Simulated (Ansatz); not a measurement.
Cartesian coordinates in Å:
```
C -0.179 1.616 1.477
C 0.553 0.652 0.606
C 0.043 -0.256 -0.233
C -1.423 -0.480 -0.463
Si 1.224 -1.328 -1.197
H 0.085 1.457 2.528
H 0.112 2.644 1.237
H -1.262 1.542 1.387
H 1.638 0.716 0.683
H -1.700 -1.511 -0.221
H -2.058 0.181 0.127
H -1.677 -0.332 -1.518
H 0.992 -2.771 -0.902
H 2.626 -0.978 -0.847
H 1.026 -1.152 -2.664
```

The species carries charge 0 and has multiplicity 1.

Question: List the B3LYP/def2-TZVPP orbital energies in eV (the Gaussian-basis code of Ansatz). (Estimate.)

Answer: Computed: Occupied: -1798.56, -277.02, -276.77, -276.77, -276.68, -143.12, -98.44, -98.43, -98.42, -21.97, -19.91, -18.09, -14.96, -13.97, -12.34, -11.68, -11.61, -11.19, -10.62, -9.90, -9.30, -9.23, -8.27, -6.95. Lowest empty: -0.11, 0.58, 1.14, 1.44, 1.61, 1.65, 2.06, 2.77.

B3LYP here is the variant with VWN-RPA as its local correlation; programs differ in this.
